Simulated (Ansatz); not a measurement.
**Nudged elastic band run: BH$_{6}$NO$_{2}$**

input.yaml

```yaml
crystal:
  periodic: [false, false, false]
  atoms:
    - { symbol: B, position_ang: [-0.056663, -0.44608, -0.233005] }
    - { symbol: H, position_ang: [-0.173836, -1.10212, 0.777136] }
    - { symbol: "N", position_ang: [1.229108, 0.050516, -0.59433] }
    - { symbol: H, position_ang: [2.080249, -0.30069, -0.163967] }
    - { symbol: H, position_ang: [1.383594, 0.501575, -1.495957] }
    - { symbol: O, position_ang: [-1.117014, -0.152289, -1.060157] }
    - { symbol: H, position_ang: [-1.953018, -0.453719, -0.662491] }
    - { symbol: O, position_ang: [0.159812, 2.063611, 1.467583] }
    - { symbol: H, position_ang: [0.661722, 1.614937, 0.748381] }
    - { symbol: H, position_ang: [0.371645, 1.508158, 2.243307] }
basis:
  gaussian: { orbitals: "6-31G*" }
hamiltonian:
  xc: pbe
neb:
  order_check: false
  images: 5
  f_tol: 0.03
  max_iterations: 60
  final_atoms:
    - { symbol: B, position_ang: [-0.14386762, 0.49333465, -0.48729478] }
    - { symbol: H, position_ang: [0.46754809, 0.09995371, 3.44767751] }
    - { symbol: "N", position_ang: [1.1052986, 0.05819922, -1.04151057] }
    - { symbol: H, position_ang: [1.18221415, -0.61913897, -1.79515508] }
    - { symbol: H, position_ang: [2.01096526, 0.32613616, -0.66720676] }
    - { symbol: O, position_ang: [-1.37214457, 0.03961001, -0.94098893] }
    - { symbol: H, position_ang: [-1.27156014, -0.63608341, -1.6344749] }
    - { symbol: O, position_ang: [-0.22246012, 1.4160944, 0.55024311] }
    - { symbol: H, position_ang: [0.65633882, 1.75654982, 0.79396779] }
    - { symbol: H, position_ang: [0.17326654, 0.34924342, 2.8012426] }
  initial_path:
    images:
      - { positions_ang: [[-0.056663, -0.44608, -0.233005], [-0.173836, -1.10212, 0.777136], [1.229108, 0.050516, -0.59433], [2.080249, -0.30069, -0.163967], [1.383594, 0.501575, -1.495957], [-1.117014, -0.152289, -1.060157], [-1.953018, -0.453719, -0.662491], [0.159812, 2.063611, 1.467583], [0.661722, 1.614937, 0.748381], [0.371645, 1.508158, 2.243307]] }
      - { positions_ang: [[-0.03926886, -0.29371106, -0.16237888], [-0.13364401, -0.75150742, 1.02371704], [1.27317254, 0.03626176, -0.64753495], [1.99127304, -0.50411355, -0.45209717], [1.53684298, 0.64245918, -1.32419935], [-1.14543604, -0.07814623, -0.96099594], [-1.88156015, -0.55946511, -0.64314174], [0.13792775, 1.91134189, 1.17355965], [0.59576219, 1.60592691, 1.00734977], [0.25052956, 1.27485265, 2.01222158]] }
      - { positions_ang: [[-0.02187472, -0.14134213, -0.09175277], [-0.09345201, -0.40089485, 1.27029808], [1.31723709, 0.02200752, -0.7007399], [1.90229707, -0.70753711, -0.74022733], [1.69009196, 0.78334335, -1.1524417], [-1.17385807, -0.00400346, -0.86183489], [-1.81010231, -0.66521123, -0.62379248], [0.1160435, 1.75907278, 0.8795363], [0.52980238, 1.59691682, 1.26631853], [0.12941412, 1.0415473, 1.78113615]] }
      - { positions_ang: [[-0.00448058, 0.01102681, -0.02112665], [-0.05326002, -0.05028227, 1.51687912], [1.36130163, 0.00775328, -0.75394484], [1.81332111, -0.91096066, -1.0283575], [1.84334094, 0.92422753, -0.98068405], [-1.20228011, 0.07013931, -0.76267383], [-1.73864446, -0.77095734, -0.60444323], [0.09415925, 1.60680367, 0.58551294], [0.46384256, 1.58790673, 1.5252873], [0.00829868, 0.80824194, 1.55005073]] }
      - { positions_ang: [[-0.05094293, 0.17179609, -0.17651603], [0.12034268, -0.00020361, 2.16047859], [1.27596729, 0.02456859, -0.84980009], [1.60295212, -0.81368676, -1.28395669], [1.89921571, 0.72486374, -0.87619162], [-1.25890159, 0.05996288, -0.8221122], [-1.58294969, -0.72599936, -0.94778712], [-0.01138054, 1.54323391, 0.57375633], [0.52800798, 1.64412109, 1.28151413], [0.06328796, 0.65524243, 1.96711469]] }
      - { positions_ang: [[-0.09740528, 0.33256537, -0.3319054], [0.29394539, 0.04987505, 2.80407805], [1.19063294, 0.04138391, -0.94565533], [1.39258314, -0.71641287, -1.53955588], [1.95509048, 0.52549995, -0.77169919], [-1.31552308, 0.04978644, -0.88155056], [-1.42725491, -0.68104139, -1.29113101], [-0.11692033, 1.47966416, 0.56199972], [0.5921734, 1.70033546, 1.03774096], [0.11827725, 0.50224292, 2.38417864]] }
      - { positions_ang: [[-0.14386762, 0.49333465, -0.48729478], [0.46754809, 0.09995371, 3.44767751], [1.1052986, 0.05819922, -1.04151057], [1.18221415, -0.61913897, -1.79515508], [2.01096526, 0.32613616, -0.66720676], [-1.37214457, 0.03961001, -0.94098893], [-1.27156014, -0.63608341, -1.6344749], [-0.22246012, 1.4160944, 0.55024311], [0.65633882, 1.75654982, 0.79396779], [0.17326654, 0.34924342, 2.8012426]] }
```

Run as:

```bash
$ ansatz run input.yaml --threads 1 --pin off --max-ram 2048MiB --backend cpu --events-out ev --progress --plain --runs-dir out
```

Output, in part (warnings, iteration lines):

```
NEB end point (image 0): max|allowed force component| = 9.691e-3 eV/Å (the criterion of neb.relax_end_points is 1.000e-2)
NEB end point (image 6): max|allowed force component| = 1.328e-2 eV/Å (the criterion of neb.relax_end_points is 1.000e-2)
NEB iter   1: max|band force component| = 7.925e1 eV/Å  barrier→ = 15.9389 eV  barrier← = 16.6796 eV  Δτ_max = 0.2000 Å  (183 SCF iters)
NEB iter   2: max|band force component| = 3.955e1 eV/Å  barrier→ = 9.6647 eV  barrier← = 10.4055 eV  Δτ_max = 0.2000 Å  (168 SCF iters)
NEB iter   3: max|band force component| = 2.296e1 eV/Å  barrier→ = 5.2274 eV  barrier← = 5.9682 eV  Δτ_max = 0.2000 Å  (163 SCF iters)
NEB iter   4: max|band force component| = 1.114e1 eV/Å  barrier→ = 2.9375 eV  barrier← = 3.6782 eV  Δτ_max = 0.2000 Å  (156 SCF iters)
NEB iter   5: max|band force component| = 6.713e0 eV/Å  barrier→ = 1.8657 eV  barrier← = 2.6065 eV  Δτ_max = 0.1972 Å  (160 SCF iters)
NEB iter   6: max|band force component| = 2.096e0 eV/Å  barrier→ = 1.1844 eV  barrier← = 1.9252 eV  Δτ_max = 0.1980 Å  (155 SCF iters)
NEB iter   7: max|band force component| = 2.992e0 eV/Å  barrier→ = 1.1707 eV  barrier← = 1.9114 eV  Δτ_max = 0.1011 Å  (160 SCF iters)
NEB iter   8: max|band force component| = 1.308e0 eV/Å  barrier→ = 1.0758 eV  barrier← = 1.8165 eV  Δτ_max = 0.1971 Å  (142 SCF iters)
NEB iter   9: max|band force component| = 1.288e0 eV/Å  barrier→ = 0.9885 eV  barrier← = 1.7293 eV  Δτ_max = 0.1612 Å  (146 SCF iters)
NEB iter  10: max|band force component| = 7.137e-1 eV/Å  barrier→ = 0.9000 eV  barrier← = 1.6408 eV  Δτ_max = 0.1217 Å  (141 SCF iters)
NEB iter  11: max|band force component| = 1.359e0 eV/Å  barrier→ = 0.9063 eV  barrier← = 1.6471 eV  Δτ_max = 0.0597 Å  (140 SCF iters)
NEB iter  12: max|band force component| = 2.835e-1 eV/Å  barrier→ = 0.8619 eV  barrier← = 1.6027 eV  CI = image 2  Δτ_max = 0.1213 Å  (145 SCF iters)
NEB iter  13: max|band force component| = 5.235e-1 eV/Å  barrier→ = 0.9328 eV  barrier← = 1.6736 eV  CI = image 2  Δτ_max = 0.1206 Å  (138 SCF iters)
NEB iter  14: max|band force component| = 9.500e-1 eV/Å  barrier→ = 1.0606 eV  barrier← = 1.8013 eV  CI = image 2  Δτ_max = 0.1202 Å  (133 SCF iters)
NEB iter  15: max|band force component| = 1.490e0 eV/Å  barrier→ = 1.1496 eV  barrier← = 1.8903 eV  CI = image 2  Δτ_max = 0.1966 Å  (132 SCF iters)
NEB iter  16: max|band force component| = 1.804e0 eV/Å  barrier→ = 1.1480 eV  barrier← = 1.8887 eV  CI = image 2  Δτ_max = 0.1809 Å  (140 SCF iters)
NEB iter  17: max|band force component| = 1.234e0 eV/Å  barrier→ = 0.9185 eV  barrier← = 1.6593 eV  CI = image 2  Δτ_max = 0.1992 Å  (142 SCF iters)
NEB iter  18: max|band force component| = 2.803e0 eV/Å  barrier→ = 0.8658 eV  barrier← = 1.6066 eV  CI = image 3  Δτ_max = 0.1960 Å  (140 SCF iters)
NEB iter  19: max|band force component| = 1.702e0 eV/Å  barrier→ = 0.7896 eV  barrier← = 1.5303 eV  CI = image 3  Δτ_max = 0.1986 Å  (143 SCF iters)
NEB iter  20: max|band force component| = 2.795e0 eV/Å  barrier→ = 0.8838 eV  barrier← = 1.6245 eV  CI = image 3  Δτ_max = 0.2000 Å  (152 SCF iters)
NEB iter  21: max|band force component| = 2.643e0 eV/Å  barrier→ = 0.7244 eV  barrier← = 1.4651 eV  CI = image 3  Δτ_max = 0.1978 Å  (160 SCF iters)
NEB iter  22: max|band force component| = 3.250e0 eV/Å  barrier→ = 0.7018 eV  barrier← = 1.4425 eV  CI = image 1  Δτ_max = 0.2000 Å  (151 SCF iters)
NEB iter  23: max|band force component| = 1.949e0 eV/Å  barrier→ = 0.8445 eV  barrier← = 1.5853 eV  CI = image 3  Δτ_max = 0.1971 Å  (150 SCF iters)
NEB iter  24: max|band force component| = 1.958e0 eV/Å  barrier→ = 1.4737 eV  barrier← = 2.2145 eV  CI = image 3  Δτ_max = 0.2000 Å  (156 SCF iters)
NEB iter  25: max|band force component| = 1.437e0 eV/Å  barrier→ = 1.8032 eV  barrier← = 2.5440 eV  CI = image 3  Δτ_max = 0.1977 Å  (157 SCF iters)
NEB iter  26: max|band force component| = 2.910e0 eV/Å  barrier→ = 1.9300 eV  barrier← = 2.6707 eV  CI = image 3  Δτ_max = 0.1005 Å  (155 SCF iters)
NEB iter  27: max|band force component| = 8.510e-1 eV/Å  barrier→ = 1.7169 eV  barrier← = 2.4577 eV  CI = image 3  Δτ_max = 0.1953 Å  (143 SCF iters)
NEB iter  28: max|band force component| = 7.763e-1 eV/Å  barrier→ = 1.5916 eV  barrier← = 2.3324 eV  CI = image 3  Δτ_max = 0.1999 Å  (140 SCF iters)
NEB iter  29: max|band force component| = 5.082e-1 eV/Å  barrier→ = 1.5348 eV  barrier← = 2.2756 eV  CI = image 3  Δτ_max = 0.2000 Å  (145 SCF iters)
NEB iter  30: max|band force component| = 5.108e-1 eV/Å  barrier→ = 1.4753 eV  barrier← = 2.2161 eV  CI = image 3  Δτ_max = 0.0989 Å  (146 SCF iters)
NEB iter  31: max|band force component| = 3.482e-1 eV/Å  barrier→ = 1.4524 eV  barrier← = 2.1932 eV  CI = image 3  Δτ_max = 0.0544 Å  (141 SCF iters)
NEB iter  32: max|band force component| = 1.732e-1 eV/Å  barrier→ = 1.4373 eV  barrier← = 2.1781 eV  CI = image 3  Δτ_max = 0.1009 Å  (141 SCF iters)
NEB iter  33: max|band force component| = 3.035e-1 eV/Å  barrier→ = 1.4161 eV  barrier← = 2.1568 eV  CI = image 3  Δτ_max = 0.0495 Å  (138 SCF iters)
NEB iter  34: max|band force component| = 3.378e-1 eV/Å  barrier→ = 1.3995 eV  barrier← = 2.1402 eV  CI = image 3  Δτ_max = 0.0496 Å  (143 SCF iters)
NEB iter  35: max|band force component| = 3.340e-1 eV/Å  barrier→ = 1.3800 eV  barrier← = 2.1207 eV  CI = image 3  Δτ_max = 0.1002 Å  (142 SCF iters)
NEB iter  36: max|band force component| = 2.984e-1 eV/Å  barrier→ = 1.3594 eV  barrier← = 2.1002 eV  CI = image 3  Δτ_max = 0.0984 Å  (144 SCF iters)
NEB iter  37: max|band force component| = 1.995e-1 eV/Å  barrier→ = 1.3531 eV  barrier← = 2.0939 eV  CI = image 3  Δτ_max = 0.0999 Å  (140 SCF iters)
NEB iter  38: max|band force component| = 2.808e-1 eV/Å  barrier→ = 1.3519 eV  barrier← = 2.0927 eV  CI = image 3  Δτ_max = 0.0981 Å  (138 SCF iters)
NEB iter  39: max|band force component| = 2.773e-1 eV/Å  barrier→ = 1.3515 eV  barrier← = 2.0923 eV  CI = image 3  Δτ_max = 0.0996 Å  (140 SCF iters)
NEB iter  40: max|band force component| = 2.131e-1 eV/Å  barrier→ = 1.3515 eV  barrier← = 2.0923 eV  CI = image 3  Δτ_max = 0.1010 Å  (134 SCF iters)
NEB iter  41: max|band force component| = 6.344e-1 eV/Å  barrier→ = 1.3515 eV  barrier← = 2.0922 eV  CI = image 3  Δτ_max = 0.0504 Å  (136 SCF iters)
NEB iter  42: max|band force component| = 3.747e-1 eV/Å  barrier→ = 1.3515 eV  barrier← = 2.0922 eV  CI = image 3  Δτ_max = 0.1032 Å  (136 SCF iters)
NEB iter  43: max|band force component| = 3.081e-1 eV/Å  barrier→ = 1.3515 eV  barrier← = 2.0922 eV  CI = image 3  Δτ_max = 0.1012 Å  (133 SCF iters)
NEB iter  44: max|band force component| = 2.958e-1 eV/Å  barrier→ = 1.3515 eV  barrier← = 2.0922 eV  CI = image 3  Δτ_max = 0.2000 Å  (131 SCF iters)
NEB iter  45: max|band force component| = 3.798e-1 eV/Å  barrier→ = 1.3515 eV  barrier← = 2.0922 eV  CI = image 3  Δτ_max = 0.1005 Å  (132 SCF iters)
NEB iter  46: max|band force component| = 3.352e-1 eV/Å  barrier→ = 1.3515 eV  barrier← = 2.0922 eV  CI = image 3  Δτ_max = 0.1012 Å  (126 SCF iters)
NEB iter  47: max|band force component| = 2.624e-1 eV/Å  barrier→ = 1.3515 eV  barrier← = 2.0922 eV  CI = image 3  Δτ_max = 0.0997 Å  (124 SCF iters)
NEB iter  48: max|band force component| = 3.028e-1 eV/Å  barrier→ = 1.3515 eV  barrier← = 2.0922 eV  CI = image 3  Δτ_max = 0.0499 Å  (123 SCF iters)
NEB iter  49: max|band force component| = 2.392e-1 eV/Å  barrier→ = 1.3515 eV  barrier← = 2.0922 eV  CI = image 3  Δτ_max = 0.0499 Å  (122 SCF iters)
NEB iter  50: max|band force component| = 8.993e-2 eV/Å  barrier→ = 1.3515 eV  barrier← = 2.0922 eV  CI = image 3  Δτ_max = 0.0993 Å  (122 SCF iters)
NEB iter  51: max|band force component| = 1.337e-1 eV/Å  barrier→ = 1.3515 eV  barrier← = 2.0922 eV  CI = image 3  Δτ_max = 0.0501 Å  (122 SCF iters)
NEB iter  52: max|band force component| = 1.326e-1 eV/Å  barrier→ = 1.3515 eV  barrier← = 2.0922 eV  CI = image 3  Δτ_max = 0.0251 Å  (121 SCF iters)
NEB iter  53: max|band force component| = 1.164e-1 eV/Å  barrier→ = 1.3515 eV  barrier← = 2.0922 eV  CI = image 3  Δτ_max = 0.0251 Å  (123 SCF iters)
NEB iter  54: max|band force component| = 7.467e-2 eV/Å  barrier→ = 1.3515 eV  barrier← = 2.0922 eV  CI = image 3  Δτ_max = 0.0250 Å  (123 SCF iters)
NEB iter  55: max|band force component| = 7.581e-2 eV/Å  barrier→ = 1.3515 eV  barrier← = 2.0922 eV  CI = image 3  Δτ_max = 0.0501 Å  (122 SCF iters)
NEB iter  56: max|band force component| = 7.459e-2 eV/Å  barrier→ = 1.3515 eV  barrier← = 2.0922 eV  CI = image 3  Δτ_max = 0.0500 Å  (129 SCF iters)
NEB iter  57: max|band force component| = 9.410e-2 eV/Å  barrier→ = 1.3515 eV  barrier← = 2.0922 eV  CI = image 3  Δτ_max = 0.0251 Å  (125 SCF iters)
NEB iter  58: max|band force component| = 8.337e-2 eV/Å  barrier→ = 1.3515 eV  barrier← = 2.0922 eV  CI = image 3  Δτ_max = 0.0251 Å  (128 SCF iters)
NEB iter  59: max|band force component| = 8.457e-2 eV/Å  barrier→ = 1.3515 eV  barrier← = 2.0922 eV  CI = image 3  Δτ_max = 0.0251 Å  (130 SCF iters)
NEB iter  60: max|band force component| = 9.707e-2 eV/Å  barrier→ = 1.3515 eV  barrier← = 2.0922 eV  CI = image 3  Δτ_max = 0.0251 Å  (128 SCF iters)
Error: NEB band did not converge after 60 iterations: max|band force component| = 9.71e-2 eV/Å (threshold 3.0e-2); raise `neb.max_iterations` in a new run, which can start from the last band evaluated (`neb.initial_path`, with `crystal.atoms` and `neb.final_atoms` set to its first and last images), …
```

The run ended unconverged. The band didn't meet its force threshold, so its energies are provisional: the largest band force was still 0.10 eV/Å, and over the last iterations the top stayed at 1.35 eV. Neighbouring images lie up to 3.7 Å apart, so the band is torn or far too coarse. Inner images lie below an end point, which means an intermediate or an end that isn't the lowest structure nearby. The orbitals stay closed-shell, which can raise the energy where a bond breaks towards radicals; this wasn't checked here.

Final band (atoms are numbered from 1 in the order of the input):

```json
{"image": "0", "path coordinate (Å)": "0.00", "energy (eV)": "0.00", "B1–H2 (Å)": "1.21", "O8–H10 (Å)": "0.98", "B1–O8 (Å)": "3.04"}
{"image": "1", "path coordinate (Å)": "3.72", "energy (eV)": "0.00", "B1–H2 (Å)": "1.22", "O8–H10 (Å)": "0.98", "B1–O8 (Å)": "3.27"}
{"image": "2", "path coordinate (Å)": "7.42", "energy (eV)": "0.01", "B1–H2 (Å)": "1.21", "O8–H10 (Å)": "0.98", "B1–O8 (Å)": "3.83"}
{"image": "3", "path coordinate (Å)": "11.11", "energy (eV)": "1.35", "B1–H2 (Å)": "1.43", "O8–H10 (Å)": "1.25", "B1–O8 (Å)": "1.64"}
{"image": "4", "path coordinate (Å)": "12.89", "energy (eV)": "-0.84", "B1–H2 (Å)": "3.05", "O8–H10 (Å)": "2.36", "B1–O8 (Å)": "1.40"}
{"image": "5", "path coordinate (Å)": "14.66", "energy (eV)": "-0.71", "B1–H2 (Å)": "3.60", "O8–H10 (Å)": "2.87", "B1–O8 (Å)": "1.39"}
{"image": "6", "path coordinate (Å)": "16.44", "energy (eV)": "-0.74", "B1–H2 (Å)": "4.00", "O8–H10 (Å)": "2.52", "B1–O8 (Å)": "1.39"}
```

The run took 7.9 min on 1 thread of Arm Neoverse V2 (shared host), peak memory 0.1 GiB.
